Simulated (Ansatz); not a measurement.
Cost and result for the atomization energy of C4H4Cl2F6O2Si, SMILES `FC(F)(F)CO[Si](Cl)(Cl)OCC(F)(F)F` (19 atoms, 18 bonds).

```xyz
19

F     1.239   -1.379    2.923
C     0.520   -0.357    2.450
F    -0.642   -0.845    2.000
F     0.246    0.461    3.464
C     1.295    0.339    1.351
O     0.524    1.404    0.863
Si    0.376    1.832   -0.695
Cl   -0.968    3.340   -0.710
Cl    2.146    2.417   -1.473
O    -0.111    0.591   -1.619
C    -1.261   -0.183   -1.412
C    -0.929   -1.633   -1.693
F     0.036   -2.083   -0.883
F    -2.015   -2.386   -1.497
F    -0.518   -1.817   -2.947
H     2.229    0.709    1.780
H     1.522   -0.408    0.585
H    -1.635   -0.125   -0.385
H    -2.055    0.121   -2.100
```

The species carries charge 0 and has multiplicity 1. Geometry: relaxed with PBE0-D4/def2-TZVP. It is one conformer, not always the lowest. Program: Ansatz. All runs use 11 threads of an AMD EPYC 7R13 on a shared host and a whole NVIDIA H100 80 GB. Times are those of one run each, without the atoms' runs, and a repeat can differ threefold. Electronic energies, without spin–orbit coupling; frozen cores. CCSD(T)/CBS adds CCSD(T) − MP2 in def2-TZVPP to the MP2 limit, and its time is that of the two runs behind it. T1 = 0.012. B3LYP takes the VWN-RPA correlation (the form of Gaussian; ORCA's B3LYP/G). HSE06 is the plane-wave form, built on full-range PBE exchange.

CCSD(T)/CBS is a level of theory with its own doubt, some kJ/mol a heavy atom from the limit and from the frozen cores, so smaller differences don't rank the functionals.

```json
{"level": "BHLYP-D4/def2-TZVPP", "functions": "554", "wall time": "4.4 s", "atomization (kJ/mol)": "7473.3", "difference from CCSD(T)/CBS": "-427.4", "per bond": "-23.7"}
{"level": "B3LYP-D4/def2-TZVPP (with forces)", "functions": "554", "wall time": "5.5 s", "atomization (kJ/mol)": "7820.9", "difference from CCSD(T)/CBS": "-79.8", "per bond": "-4.4"}
{"level": "CAM-B3LYP-D4/def2-TZVPP", "functions": "554", "wall time": "5.5 s", "atomization (kJ/mol)": "7930.8", "difference from CCSD(T)/CBS": "30.1", "per bond": "1.7"}
{"level": "HSE06-D4/def2-TZVPP", "functions": "554", "wall time": "6 s", "atomization (kJ/mol)": "7945.0", "difference from CCSD(T)/CBS": "44.3", "per bond": "2.5"}
{"level": "ωB97M-V/def2-TZVPP (with forces)", "functions": "554", "wall time": "6 s", "atomization (kJ/mol)": "7945.4", "difference from CCSD(T)/CBS": "44.7", "per bond": "2.5"}
{"level": "CCSD(T)/def2-SVP", "functions": "242", "wall time": "7 s", "atomization (kJ/mol)": "7434.3", "difference from CCSD(T)/CBS": "-466.4", "per bond": "-25.9"}
{"level": "r2SCAN-D4/def2-TZVPP (with forces)", "functions": "554", "wall time": "7.5 s", "atomization (kJ/mol)": "7965.0", "difference from CCSD(T)/CBS": "64.3", "per bond": "3.6"}
{"level": "B97M-V/def2-TZVPP", "functions": "554", "wall time": "7.5 s", "atomization (kJ/mol)": "7919.1", "difference from CCSD(T)/CBS": "18.4", "per bond": "1.0"}
{"level": "PBE-QIDH/def2-TZVPP", "functions": "554", "wall time": "8 s", "atomization (kJ/mol)": "7862.3", "difference from CCSD(T)/CBS": "-38.4", "per bond": "-2.1"}
{"level": "LDA (SPW92)/def2-TZVPP", "functions": "554", "wall time": "8.5 s", "atomization (kJ/mol)": "9472.0", "difference from CCSD(T)/CBS": "1571.3", "per bond": "87.3"}
{"level": "MP2/def2-QZVPP", "functions": "1014", "wall time": "8.5 s", "atomization (kJ/mol)": "8155.0", "difference from CCSD(T)/CBS": "254.3", "per bond": "14.1"}
{"level": "CCSD(T)/def2-TZVPP", "functions": "554", "wall time": "96 s", "atomization (kJ/mol)": "7661.1", "difference from CCSD(T)/CBS": "-239.6", "per bond": "-13.3"}
{"level": "CCSD(T)/CBS(def2)", "functions": "–", "wall time": "100 s", "atomization (kJ/mol)": "7900.7", "difference from CCSD(T)/CBS": "0.0", "per bond": "0.0"}
```

From PBE to PBE0 (25 % exact exchange), in def2-TZVPP and without D4, the atomization energy moves by −250.5 kJ/mol: exact exchange takes away binding that semilocal exchange gives to molecules. The D4 term adds +100.2 kJ/mol with B3LYP and +55.0 kJ/mol with PBE0; it sums over pairs of atoms, weighted by their polarisabilities, and B3LYP, whose exchange is more repulsive, gets the larger term. In def2-TZVPP, CCSD(T) changes the Hartree–Fock value by +2181.0 kJ/mol (the triples alone add +169.2 kJ/mol) and MP2 by +2532.8 kJ/mol; breaking electron pairs costs correlation energy, which Hartree–Fock lacks.
